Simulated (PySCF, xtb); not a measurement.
pyrazine-2-carbonitrile (C5H3N3), SMILES N#Cc1cnccn1.

Harmonic wavenumbers (cm⁻¹) from GFN2-xTB in xtb at its own minimum, in rising order: 106, 145, 247, 378, 472, 533, 545, 612, 722, 804, 809, 898, 911, 1019, 1095, 1156, 1209, 1225, 1247, 1350, 1418, 1520, 1553, 2376, 3069, 3073, 3077.

Q: What does PBE0-D3(BJ)/def2-SVP run with PySCF 2.14.0 give at its own minimum? (Estimate from the structure and the level; the computed values follow.)

A: 142, 169, 346, 434, 499, 582, 611, 644, 790, 838, 889, 977, 1016, 1042, 1094, 1212, 1274, 1309, 1323, 1443, 1518, 1640, 1658, 2405, 3192, 3202, 3208. Paired by order, the mean absolute difference is 70 cm⁻¹ and the zero-point energies are 45.1 and 47.8 kcal/mol.
